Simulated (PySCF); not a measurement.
## Worked example: chemical shift, span and skew from a shielding tensor

BClH₄OSi, SMILES [SiH3]OBCl. Atoms are numbered in the order given.

```xyz
8

B     -1.0377    -0.7300     0.0000
Cl     0.4523    -1.7083     0.0000
H     -2.0965    -1.3000     0.0000
O     -0.9627     0.6071     0.0000
Si     0.3673     1.6595     0.0000
H     -0.2065     3.0290     0.0000
H      1.1812     1.4356     1.2252
H      1.1812     1.4356    -1.2252
```

Geometry optimised at r2SCAN-D4/def2-SVP. One conformer was computed; it need not be the lowest.

GIAO shieldings from PySCF with PBE0/pcSseg-1, non-relativistic, no solvent. The symmetric part of the tensor of Si5 has the principal values 343.5, 358.2, 449.6 ppm. The same nucleus in TMS has σ = 352.7 ppm at this level (PySCF, at its B3LYP-D3(BJ)/def2-TZVP geometry). Without spin–orbit terms, shifts of atoms bonded to Cl or Br come out too high.

### Question
Work out the isotropic shielding, the ²⁹Si shift against TMS, the span and the skew.

### Answer

σ(iso) = (σ11 + σ22 + σ33)/3 = 383.8 ppm. δ = σ(ref) − σ(iso) = 352.7 − (383.8) = -31.1 ppm.
Span Ω = σ33 − σ11 = 106.1 ppm. Skew κ = 3(σ(iso) − σ22)/Ω = 0.72. Tumbling in solution averages the tensor to δ; in a static solid the shielding alone would spread this spin-1/2 line over Ω.
